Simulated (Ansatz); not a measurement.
Ansatz (a program for electronic structure) input (B3LYP-D3(BJ)/def2-TZVP):

Ansatz 0.2 input:
```yaml
crystal:
  periodic: [false, false, false]
  atoms:
    - {symbol: W, position_ang: [0.00337264, 0.00585587, -0.23953317]}
    - {symbol: Cl, position_ang: [2.14739496, 0.01666381, 0.55239464]}
    - {symbol: Cl, position_ang: [-2.16207586, -0.04215404, 0.49027918]}
basis:
  gaussian:
    orbitals: def2-TZVP
hamiltonian:
  xc: b3lyp
  dispersion: d3bj
magnetization: {spin_polarized: true, initial_magnetization: 4}
phonons: {temperatures: {t_min: 298.15, t_max: 298.15, t_step: 100}}
```

Output:

```
Functional definition: B3LYP
integrals: 0.04 GiB planned
919 factors; their error is unknown
mean field: 0.55 GiB planned
mean field evaluation 1: about -26872.8683 eV, gradient 1.2e1 eV
mean field evaluation 2: about -26873.0779 eV, gradient 1.3e1 eV
mean field evaluation 4: about -26873.7670 eV, gradient 1.8e0 eV
mean field evaluation 8: about -26873.7859 eV, gradient 4.0e-2 eV
mean field evaluation 16: about -26873.8512 eV, gradient 3.0e-5 eV
mean field evaluation 32: about -26873.8512 eV, gradient 1.4e-6 eV
mean field -26873.85116640 eV, -987.5958146148 hartree, gradient 1.4e-6 eV, S^2 6.011794; 3 other end points of the search recorded, 0 dependent functions left out
the calculation of the forces begins
reference -26873.85139527 eV, -987.5958230254 hartree; 26, 22 occupied and 88, 92 virtual orbitals, 919 factors
these checks for a lower state are left out or cut short: stability, starts, cluster_reference, orbital_swaps, neighbouring_geometries, increment
integrals: 0.04 GiB planned
919 factors; their error is unknown
mean field: 0.55 GiB planned
mean field -26873.85113627 eV, -987.5958135075 hartree, gradient 2.1e-6 eV, S^2 6.011798; 0 other end points of the search recorded, 0 dependent functions left out
the calculation of the forces begins
reference -26873.85136514 eV, -987.5958219181 hartree; 26, 22 occupied and 88, 92 virtual orbitals, 919 factors
these checks for a lower state are left out or cut short: stability, starts, cluster_reference, orbital_swaps, neighbouring_geometries, increment
integrals: 0.04 GiB planned
919 factors; their error is unknown
mean field: 0.55 GiB planned
mean field -26873.85113266 eV, -987.5958133749 hartree, gradient 2.3e-6 eV, S^2 6.011790; 0 other end points of the search recorded, 0 dependent functions left out
the calculation of the forces begins
reference -26873.85136153 eV, -987.5958217854 hartree; 26, 22 occupied and 88, 92 virtual orbitals, 919 factors
these checks for a lower state are left out or cut short: stability, starts, cluster_reference, orbital_swaps, neighbouring_geometries, increment
integrals: 0.04 GiB planned
919 factors; their error is unknown
mean field: 0.55 GiB planned
mean field -26873.85115719 eV, -987.5958142761 hartree, gradient 1.9e-6 eV, S^2 6.011790; 0 other end points of the search recorded, 0 dependent functions left out
the calculation of the forces begins
reference -26873.85138605 eV, -987.5958226866 hartree; 26, 22 occupied and 88, 92 virtual orbitals, 919 factors
these checks for a lower state are left out or cut short: stability, starts, cluster_reference, orbital_swaps, neighbouring_geometries, increment
integrals: 0.04 GiB planned
919 factors; their error is unknown
mean field: 0.55 GiB planned
mean field evaluation 64: about -26873.8512 eV, gradient 2.1e-6 eV
mean field -26873.85116174 eV, -987.5958144435 hartree, gradient 2.1e-6 eV, S^2 6.011798; 0 other end points of the search recorded, 0 dependent functions left out
the calculation of the forces begins
reference -26873.85139061 eV, -987.5958228541 hartree; 26, 22 occupied and 88, 92 virtual orbitals, 919 factors
these checks for a lower state are left out or cut short: stability, starts, cluster_reference, orbital_swaps, neighbouring_geometries, increment
integrals: 0.04 GiB planned
919 factors; their error is unknown
mean field: 0.55 GiB planned
mean field -26873.85118146 eV, -987.5958151681 hartree, gradient 1.9e-6 eV, S^2 6.011812; 0 other end points of the search recorded, 0 dependent functions left out
the calculation of the forces begins
reference -26873.85141035 eV, -987.5958235796 hartree; 26, 22 occupied and 88, 92 virtual orbitals, 919 factors
these checks for a lower state are left out or cut short: stability, starts, cluster_reference, orbital_swaps, neighbouring_geometries, increment
integrals: 0.04 GiB planned
919 factors; their error is unknown
mean field: 0.55 GiB planned
mean field -26873.85110805 eV, -987.5958124704 hartree, gradient 1.8e-6 eV, S^2 6.011776; 0 other end points of the search recorded, 0 dependent functions left out
the calculation of the forces begins
reference -26873.85133689 eV, -987.5958208800 hartree; 26, 22 occupied and 88, 92 virtual orbitals, 919 factors
Total energy: -26874.01760741 eV, -987.6019312088 hartree
Atom 0 at     0.003373     0.005856    -0.239533 Å, force    -0.000007    -0.000013     0.000518 eV/Å
Atom 1 at     2.147395     0.016664     0.552395 Å, force     0.000647     0.000015    -0.000250 eV/Å
Atom 2 at    -2.162076    -0.042154     0.490279 Å, force    -0.000640    -0.000002    -0.000268 eV/Å
Dipole moment:     0.004571     0.007937    -0.324670 e Å
Vibrations: 60.35 374.89 385.05 cm⁻¹, zero-point energy 0.050851 eV
```

The spin state was set by rule; other spins were not relaxed.
